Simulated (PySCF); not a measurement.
Nonlinear optical response: `InChI=1S/C9H11N/c10-8-9-6-4-2-1-3-5-7-9/h4H,1-3,5,7H2`

Geometry (Å), atoms numbered from 1 in this order:
```xyz
21

N     1.5678    3.9175    1.4884
C     1.2517    3.0030    0.8484
C     0.9124    1.8572    0.0613
C    -0.3042    1.6601   -0.4124
C    -1.3860    1.0506   -0.8175
C    -1.9439   -0.0821    0.0115
C    -1.0779   -1.3409   -0.1392
C     0.3867   -1.2223    0.3103
C     1.3861   -0.5393   -0.6528
C     1.9676    0.7879   -0.1709
H    -1.8056    1.2563   -1.8098
H    -2.9788   -0.3030   -0.2914
H    -1.9747    0.2126    1.0724
H    -1.5563   -2.1417    0.4495
H    -1.1074   -1.6829   -1.1888
H     0.7421   -2.2485    0.4934
H     0.4214   -0.7267    1.2969
H     2.2378   -1.2147   -0.8297
H     0.9179   -0.3934   -1.6400
H     2.4953    0.6422    0.7876
H     2.7268    1.1552   -0.8823
```

Method used: quadratic response CAM-B3LYP/aug-cc-pVDZ first hyperpolarisability, Taylor convention, gas phase in PySCF 2.14.0. Geometry: PBE0-D3(BJ)/def2-SVP.

Problem. What is the first hyperpolarisability, and how does it disperse?

Solution. In au, Taylor convention; the vector part is βᵢ = ⅓ Σⱼ (βᵢⱼⱼ + βⱼᵢⱼ + βⱼⱼᵢ); β∥ is 3/5 of the vector part along the dipole, the dipole points from − to +:
```csv
process,λ (nm),β vector norm,β∥,β HRS,depolarisation ratio
"static β(0;0,0)",∞,122.3,35.3,62.8,3.03
"second harmonic β(−2ω;ω,ω)",1907,127.9,35.9,65.5,3.06
"Pockels β(−ω;ω,0)",1907,124.1,35.5,–,–
"second harmonic β(−2ω;ω,ω)",1064,142.1,37.0,72.4,3.15
"Pockels β(−ω;ω,0)",1064,128.3,36.0,–,–
```

Problem. Which lowest excitations, dipole and polarisabilities go with it?

Solution. S1 5.13 eV (f = 0.001); S2 5.41 eV (f = 0.031); S3 6.21 eV (f = 0.456); dipole 5.53 D; isotropic α 112.0 au static, 112.3 au at 1907 nm, 113.2 au at 1064 nm, 113.5 au at 953.5 nm, 117.1 au at 532 nm.
